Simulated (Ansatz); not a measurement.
Mulliken charges of `C=[CH][SnH2]` radical from PBE/def2-TZVPP in Ansatz (PBE0-D4/def2-TZVP geometry).

```
atom   x (Å)   y (Å)   z (Å)  charge (e)
  C1  -0.617   1.072  -0.685      -0.182
  C2  -0.218   0.507   0.451      -0.284
 Sn3   1.174  -1.097   0.512       0.425
  H4  -0.274   0.728  -1.657       0.089
  H5  -1.317   1.904  -0.697       0.101
  H6  -0.584   0.903   1.395       0.083
  H7   1.231  -1.809  -1.054      -0.118
  H8   0.698  -2.266   1.680      -0.112
```

By hand: the dipole of these point charges (1 e Å = 4.8032 D).

Σ q r = (0.244, -0.006, 0.048) e Å, of length 0.249 e Å = 1.20 D.

How does the dipole of the full density compare? (An estimate is asked.)

The calculation gave: (-0.054, 0.147, -0.002) e Å, 0.75 D; the point charges give 1.60 times that, at 111° from its direction.

Point charges leave out the atoms' own dipoles, such as those of lone pairs, and Mulliken's split depends on the basis, so the two needn't agree.
